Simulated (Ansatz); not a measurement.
Computed with Ansatz on PBE0-D4/def2-TZVP structures; ΔE is electronic, products minus reactants. CCSD(T)/CBS is the MP2 limit (def2-TZVPP, def2-QZVPP) plus CCSD(T) − MP2 in def2-TZVPP, frozen cores. This one scheme is used for every species. Functionals use def2-TZVPP. B3LYP here is the variant with VWN-RPA as its local correlation; programs differ in this. Triplets are unrestricted, without spin–orbit coupling. Each species was taken in one conformer, which may not be the lowest.

`CCCCCCCC(C)=O` → `CCCCCCCC=O` + `[CH2]` (triplet)  (formal loss of a carbene)

(1) Is it downhill or uphill in electronic energy at CCSD(T)/CBS, and by how much? (Best estimate.)

(2) What do these levels give: LDA (SPW92), BLYP-D4, B3LYP-D4, BHLYP, CAM-B3LYP, CCSD(T)/def2-SVP, HF/def2-TZVPP, SCS-MP2/def2-TZVPP, HF/def2-QZVPP, MP2/def2-QZVPP, SCS-MP2/def2-QZVPP, HF/CBS(def2)? (Estimate.)

Largest T1 diagnostic among the species: 0.011.

Results:

(1) Computed: Uphill: ΔE = +465.5 kJ/mol.

(2) The calculation gave: LDA (SPW92) 541.4, BLYP-D4 456.6, B3LYP-D4 457.6, BHLYP 435.9, CAM-B3LYP 454.4, CCSD(T)/def2-SVP 449.0, HF/def2-TZVPP 312.7, SCS-MP2/def2-TZVPP 466.4, HF/def2-QZVPP 312.6, MP2/def2-QZVPP 474.7, SCS-MP2/def2-QZVPP 473.8, HF/CBS(def2) 312.6 kJ/mol.

From r2SCAN to r2SCAN0 (25 % exact exchange), in def2-TZVPP and without D4, ΔE moves by −3.7 kJ/mol. In def2-TZVPP, CCSD(T) changes the Hartree–Fock value by +141.9 kJ/mol (the triples alone add +12.2 kJ/mol) and MP2 by +155.8 kJ/mol. Leaving LDA and LC-ωPBE aside and taking each functional with its dispersion term where it has one, the values, not all of them listed here, spread over 36.4 kJ/mol, from r2SCAN0-D4 to ωB97X-V. LDA lies +81.1 kJ/mol from PBE without D4.
